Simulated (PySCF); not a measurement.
**Static response to an electric field**

Species: C8H8.
Structure used (PBE0-D3(BJ)/def2-SVP), in Å, numbered top down from 1:
```xyz
16
C8H8 angstrom
C     -2.3337    0.5626    1.3314
C     -1.6280   -0.3718    0.6839
C     -0.2669   -0.2446    0.1477
C      0.3199   -1.3491   -0.4880
C      1.6087   -1.2802   -1.0111
C      2.3407   -0.0994   -0.9089
C      1.7707    1.0096   -0.2800
C      0.4847    0.9389    0.2414
H     -1.9381    1.5623    1.5311
H     -3.3450    0.3545    1.6879
H     -2.0926   -1.3515    0.5232
H     -0.2507   -2.2785   -0.5703
H      2.0432   -2.1544   -1.5014
H      3.3520   -0.0401   -1.3178
H      2.3371    1.9402   -0.1968
H      0.0557    1.8173    0.7285
```

Level: wB97X-D/def2-SVPD (PySCF), static field, nuclei fixed, core orbitals frozen in the response. The polarisability tensor in these axes (au):

```
x   122.19  -3.28 -29.58
y    -3.28  94.90  15.21
z   -29.58  15.21  73.89
```

Q: What are the eigenvalues, a third of the trace, and Δα (Δα² = ½Σ(αi − αj)² over the three pairs)?

A: Principal values 55.84, 96.74 and 138.39 au; mean 96.99 au = 14.37 Å³ = 15.99 × 10⁻⁴⁰ C²·m²/J; Δα = 71.49 au (74 % of the mean).

Q: What is the dipole moment?

A: 0.16 D at this geometry.

Q: Give the principal axes and the span of the nuclei along them.

A: Largest value along (0.87, -0.22, -0.45), where the nuclei span 7.23 Å; middle along (0.33, 0.92, 0.18), 4.83 Å; least along (0.37, -0.31, 0.87), 0.04 Å. The response follows the extents in order.

Q: What depolarisation ratio follows for Rayleigh scattering of linearly polarised light, taking the static tensor?

A: ρ = 3Δα²/(45ᾱ² + 4Δα²) = 15330.8/(423326 + 20441.1) = 0.0345.

Q: Refractivity n − 1 of an ideal gas of it at 350 K and 1 atm, from the electronic α?

A: N = p/kT = 2.0968 × 10¹⁹ cm⁻³, so n − 1 = 2π × N × 14.37 × 10⁻²⁴ cm³ = 1894 × 10⁻⁶ at long wavelengths.

Q: Give the eigenvalues of the traceless quadrupole moment Θ = ½Σq(3rr − r²1), origin at the centre of nuclear charge.

A: -10.44, 4.81, 5.63 D·Å. The values depend on the origin, since the dipole doesn't vanish. The electronic extent ⟨r²⟩ about the same centre is 990 bohr², a root-mean-square distance of 2.22 Å for the 56 electrons.

Isolated species at its PBE0-D3(BJ)/def2-SVP geometry (one conformer only).
